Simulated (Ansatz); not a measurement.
Consider the substitution at a C–O bond: `C[O][Mo](=[NH])(=[NH])[NH2]` + `CO[Si](F)(F)S` → `CO[Si](F)(F)SC` + `[NH]=[Mo](=[NH])([NH2])[OH]`.

Calculated with Ansatz (gas phase, PBE0-D4/def2-TZVP geometries, no zero-point term in ΔE). CCSD(T)/CBS is the MP2 limit (def2-TZVPP, def2-QZVPP) plus CCSD(T) − MP2 in def2-TZVPP, frozen cores. DFT in def2-TZVPP. B3LYP here is the variant with VWN-RPA as its local correlation; programs differ in this. def2 core potentials past Kr. For Mo outer-core shells are correlated without core-valence functions, which leaves a few kJ/mol of doubt a bond. One conformer a species, not always the lowest.

| level | ΔE (kcal/mol) | difference from CCSD(T)/CBS |
| --- | --- | --- |
| PBE-D4 | -9.1 | 0.3 |
| r2SCAN-D4 | -8.9 | 0.5 |
| PBE0-D4 | -9.4 | 0.0 |
| B3LYP-D4 | -8.2 | 1.2 |
| ωB97X-V | -8.7 | 0.7 |
| ωB97M-V | -9.2 | 0.2 |
| B2PLYP | -8.0 | 1.4 |
| PBE | -8.8 | 0.6 |
| r2SCAN | -8.9 | 0.5 |
| PBE0 | -9.2 | 0.2 |
| B3LYP | -7.7 | 1.7 |
| HF/def2-TZVPP | -7.1 | 2.3 |
| MP2/def2-TZVPP | -8.9 | 0.5 |
| SCS-MP2/def2-TZVPP | -8.1 | 1.3 |
| CCSD/def2-TZVPP | -8.0 | 1.4 |
| CCSD(T)/def2-TZVPP | -7.9 | 1.5 |
| HF/def2-QZVPP | -7.0 | 2.4 |
| MP2/def2-QZVPP | -9.7 | -0.3 |
| SCS-MP2/def2-QZVPP | -9.0 | 0.4 |
| HF/CBS(def2) | -7.0 | 2.4 |
| MP2/CBS(def2) | -10.3 | -0.9 |
| CCSD/CBS(def2) | -9.4 | 0.0 |
| CCSD(T)/CBS | -9.4 | 0 |

Largest T1 diagnostic among the species: 0.022, so the coupled-cluster value is less sure than usual.

In def2-TZVPP, CCSD(T) changes the Hartree–Fock value by −0.9 kcal/mol (the triples alone add +0.1 kcal/mol) and MP2 by −1.8 kcal/mol.
